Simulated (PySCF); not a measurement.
A run, input to output

The script drives PySCF SCF with an in-house response code with single-precision fitted integrals, so total energies wander by about 1e-6 Eh between cycles (the fitting error itself is about 1e-3 Eh and cancels in differences); atoms count from 0. Kgrid is the grid level of the response kernel; vcut the energy (Eh) above which virtual orbitals leave the response; delta the states run by ΔSCF (the anion only where the lumo is low enough to bind); pop asks for populations, which are stored and not printed; grid is the SCF grid level (2 if not given).

The basis has no diffuse functions, so the polarisability comes out too low.

Job and coordinates (Å):

```
{"job": {"kind": "uv", "basis": "6-31G*", "grid": 1, "kgrid": 1, "vcut": 2.5, "nstates": 1, "ntriplets": 0, "tda": true, "delta": [], "pop": false, "xc": "BP86"}, "charge": 0, "multiplicity": 1}
C      5.535599     0.284131    -1.480942
C      4.545090    -0.236131    -1.046079
C      3.384942    -0.861057    -0.526070
C      3.465390    -2.150977    -0.000832
C      2.329364    -2.753135     0.507186
C      1.117121    -2.086373     0.485284
C      1.005447    -0.787628    -0.026771
B     -0.361104    -0.033665    -0.034539
C     -1.686537    -0.825447    -0.250855
C     -1.738445    -1.949162    -1.083575
C     -2.915383    -2.645666    -1.285073
C     -4.075905    -2.249105    -0.640813
C     -4.050263    -1.146977     0.198109
C     -2.875374    -0.441997     0.380459
C     -0.399043     1.510250     0.176519
C     -1.350717     2.309863    -0.466880
C     -1.379439     3.680754    -0.292410
C     -0.466971     4.292703     0.551323
C      0.479113     3.523727     1.208919
C      0.517010     2.155732     1.014897
C      2.164745    -0.190700    -0.526659
H      6.399047     0.741557    -1.862615
H      4.416142    -2.664071     0.003140
H      2.389018    -3.751193     0.918183
H      0.237093    -2.568970     0.887008
H     -0.839038    -2.267019    -1.592963
H     -2.929581    -3.504003    -1.942055
H     -4.995432    -2.796242    -0.792385
H     -4.952461    -0.834714     0.704802
H     -2.866716     0.415801     1.038510
H     -2.067306     1.842800    -1.128374
H     -2.118587     4.276019    -0.809675
H     -0.493200     5.363233     0.695920
H      1.192154     3.995335     1.870042
H      1.259208     1.566000     1.535079
H      2.118668     0.808078    -0.938448
```

Command:

```bash
OMP_NUM_THREADS=1 python large_run.py task.json out
```

What does the program print?


```
start: PBE on a coarse grid of 30307 points
cycle   1  E = -794.9092677511  dE =  3.162e+00  |g| = 8.603e-01  |ddm| = 6.959e+00
cycle   2  E = -794.7961453462  dE =  1.131e-01  |g| = 1.072e+00  |ddm| = 2.640e+00
cycle   3  E = -795.1101298685  dE = -3.140e-01  |g| = 2.640e-01  |ddm| = 1.743e+00
cycle   4  E = -795.1271479227  dE = -1.702e-02  |g| = 1.220e-01  |ddm| = 4.371e-01
cycle   5  E = -795.1314220369  dE = -4.274e-03  |g| = 2.722e-02  |ddm| = 1.713e-01
cycle   6  E = -795.1315980344  dE = -1.760e-04  |g| = 1.370e-02  |ddm| = 4.742e-02
cycle   7  E = -795.1316433894  dE = -4.536e-05  |g| = 6.649e-03  |ddm| = 1.913e-02
final grid: 133181 points
cycle   8  E = -795.9095812765  dE = -1.175e-04  |g| = 3.085e-02  |ddm| = 1.862e-01
cycle   9  E = -795.9087936456  dE =  7.876e-04  |g| = 6.240e-02  |ddm| = 1.021e-01
cycle  10  E = -795.9097176082  dE = -9.240e-04  |g| = 2.162e-02  |ddm| = 7.371e-02
cycle  11  E = -795.9098468256  dE = -1.292e-04  |g| = 2.953e-03  |ddm| = 2.271e-02
cycle  12  E = -795.9098481275  dE = -1.302e-06  |g| = 1.233e-03  |ddm| = 4.555e-03
cycle  13  E = -795.9098501850  dE = -2.058e-06  |g| = 2.971e-04  |ddm| = 1.771e-03
cycle  14  E = -795.9098486582  dE =  1.527e-06  |g| = 1.309e-04  |ddm| = 4.232e-04
cycle  15  E = -795.9098482574  dE =  4.008e-07  |g| = 3.842e-05  |ddm| = 2.020e-04
converged SCF energy = -795.9098482574

Static polarisability (au): isotropic 229.407, principal 122.792 254.399 311.030

Singlet excitations
state   eV       nm        f      main configurations
  1   3.2584    380.5   0.01894   H->L 0.94
```

Roughly how long does this take on 1 thread of AMD EPYC 7R43 64-Core (shared host), and how large is the basis?

About 37 s of wall time, peak memory 0.61 GiB; 324 basis functions and 1194 fitting functions.
